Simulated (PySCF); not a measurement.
A GIAO shielding run with PySCF (density fitting, non-relativistic, gas phase) on SMILES CCC(C#N)(C#N)CC, C₇H₁₀N₂:

```
{"job": {"kind": "nmr", "xc": "PBE0", "basis": "pcSseg-1"}, "charge": 0, "multiplicity": 1}
C      2.537011    -0.294550    -0.006273
C      1.329447     0.583562    -0.312534
C     -0.009294    -0.104885     0.044264
C     -0.019130    -0.435041     1.458052
N     -0.023790    -0.667819     2.576101
C     -0.130303    -1.341974    -0.706219
N     -0.224454    -2.300254    -1.320309
C     -1.214358     0.810454    -0.277374
C     -2.549448     0.159023     0.063490
H      2.577939    -0.541436     1.053060
H      2.492323    -1.222056    -0.574072
H      3.452603     0.227824    -0.273272
H      1.312385     0.830515    -1.376987
H      1.394813     1.516294     0.253307
H     -1.099907     1.737589     0.289709
H     -1.181632     1.055524    -1.341861
H     -3.365167     0.836491    -0.177858
H     -2.602072    -0.079770     1.124130
H     -2.686772    -0.760241    -0.502818
```

Hardware: 1 thread of an Arm Neoverse V2, shared host. The job also computes population analyses, field gradients.

Q: How large is the calculation?

A: 66 electrons, 203 basis functions and 1037 auxiliary functions.

Q: How long does it take?

A: 32 s of wall time, with 14 SCF cycles and 5 response iterations. Times on a shared host scatter by some tens of per cent.
